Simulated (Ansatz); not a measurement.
`C=C[SiH2]Cl` → ethylene + `[SiH]Cl` at 600 K and 1 bar (silylene formation by 1,1-elimination).

Isolated molecules relaxed with PBE0-D4/def2-TZVP in Ansatz; ΔE leaves out vibrations. CCSD(T)/CBS is the MP2 limit (def2-TZVPP, def2-QZVPP) plus CCSD(T) − MP2 in def2-TZVPP, frozen cores. This one scheme is used for every species. Each species was taken in one conformer, which may not be the lowest.

```json
{"species": "`C=C[SiH2]Cl`", "CCSD(T)/CBS energy (Eh)": "-827.99751", "H − E (kJ/mol)": "212.1", "S (J/(mol·K))": "396.3"}
{"species": "`C=C`", "CCSD(T)/CBS energy (Eh)": "-78.48111", "H − E (kJ/mol)": "161.6", "S (J/(mol·K))": "257.2"}
{"species": "`[SiH]Cl`", "CCSD(T)/CBS energy (Eh)": "-749.43948", "H − E (kJ/mol)": "44.3", "S (J/(mol·K))": "282.6"}
```

H − E and S are ideal-gas, rigid-rotor, harmonic terms from PBE0-D4/def2-TZVP, for one conformer and one mirror image of each species. 1 Eh = 2625.50 kJ/mol, R = 8.31446 J/(mol·K).

By hand: ΔE, ΔH, ΔS and ΔG.

ΔE = (-78.48111) + (-749.43948) − (-827.99751) = 0.07692 Eh = 202.0 kJ/mol. Δ(H − E) = 161.6 + 44.3 − 212.1 = -6.2, so ΔH = 195.8 kJ/mol. ΔS = 257.2 + 282.6 − 396.3 = 143.5 J/(mol·K). ΔG = 195.8 − 600 × (143.5)/1000 = 109.7 kJ/mol.

By hand: the equilibrium constant, and the temperature at which ΔG would vanish if ΔH and ΔS stayed fixed.

log₁₀ K = −ΔG/(RT ln 10) = -9.6. ΔG = 0 at ΔH/ΔS = 1364 K.

The number of gas molecules changes by +1, which sets the sign of ΔS. A doubt of 5 kJ/mol in ΔE shifts log₁₀ K by 0.4 here. Other conformers and mirror images would add mixing entropy, several J/(mol·K) or more a flexible species. These are equilibria of isolated gas molecules and say nothing of rates. Largest T1 diagnostic: 0.013 (customary marks: 0.02 for closed shells, 0.045 for open ones).
